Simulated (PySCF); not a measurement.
Field gradients at the hydrogen positions

Compound: CH₁₀Si₃.
SMILES with atom numbers: `[CH3:1][SiH:2]([SiH3:3])[SiH3:4]` (hydrogens: H5, H6, H7 on C1; H8 on Si2; H9, H10, H11 on Si3; H12, H13, H14 on Si4)

Geometry (PBE0-D3(BJ)/def2-SVP, Å), atoms numbered from 1 in this order:
```xyz
14
CH10Si3 angstrom
C      0.0898    1.8246   -0.8648
Si    -0.0809    0.3861    0.3510
Si    -1.9020   -0.9792   -0.2192
Si     1.8576   -0.9373    0.3523
H     -0.8212    2.4421   -0.8739
H      0.9402    2.4676   -0.5908
H      0.2593    1.4458   -1.8844
H     -0.2977    0.9029    1.7425
H     -3.1824   -0.2030   -0.2171
H     -1.6994   -1.5436   -1.5914
H     -2.0300   -2.1160    0.7447
H      1.7190   -2.0688    1.3212
H      3.0648   -0.1330    0.7243
H      2.0791   -1.5097   -1.0137
```

Level: PBE0/pcSseg-1 (PySCF, non-relativistic); Q(2H) = 0.00286 b; rigid geometry, the same for H and D, with no vibrational averaging.

Tabulate Vzz, the asymmetry η and χzz = 234.96 MHz × Q × Vzz for every hydrogen position.

| atom | bonded to | bond length (Å) | Vzz (au) | η | χzz (kHz) |
| --- | --- | --- | --- | --- | --- |
| H5 | C1 | 1.101 | 0.2979 | 0.01 | 200 |
| H6 | C1 | 1.101 | 0.2977 | 0.01 | 200 |
| H7 | C1 | 1.101 | 0.2968 | 0.01 | 199 |
| H8 | Si2 | 1.500 | 0.1400 | 0.02 | 94 |
| H9 | Si3 | 1.497 | 0.1408 | 0.01 | 95 |
| H10 | Si3 | 1.498 | 0.1403 | 0.01 | 94 |
| H11 | Si3 | 1.496 | 0.1412 | 0.01 | 95 |
| H12 | Si4 | 1.496 | 0.1411 | 0.01 | 95 |
| H13 | Si4 | 1.497 | 0.1407 | 0.01 | 95 |
| H14 | Si4 | 1.498 | 0.1403 | 0.01 | 94 |

Average by the element that carries the hydrogen.

on C: 200 kHz over 3 positions, mean bond length 1.101 Å; on Si: 95 kHz over 7 positions, mean bond length 1.497 Å.

Give the 2H NMR doublet splittings at H14 for a magnetic field along the z, y and x axes of the gradient: 3χ/2, 3χ(1 + η)/4, 3χ(1 − η)/4.

With |χ| = 94.3 kHz and η = 0.010: 141, 71 and 70 kHz, to first order and without motion.

Geometry: PBE0-D3(BJ)/def2-SVP; no solvent, vibrations or thermal averaging. These gradients aren't converged with respect to the basis.

These values come from a run that also computed NMR shieldings. On one thread, Arm Neoverse N1 (aarch64), no GPU, shared host with 64 logical CPUs at a one-minute load of 60, this took 22 s of wall time and 0.76 GiB of memory at its peak.
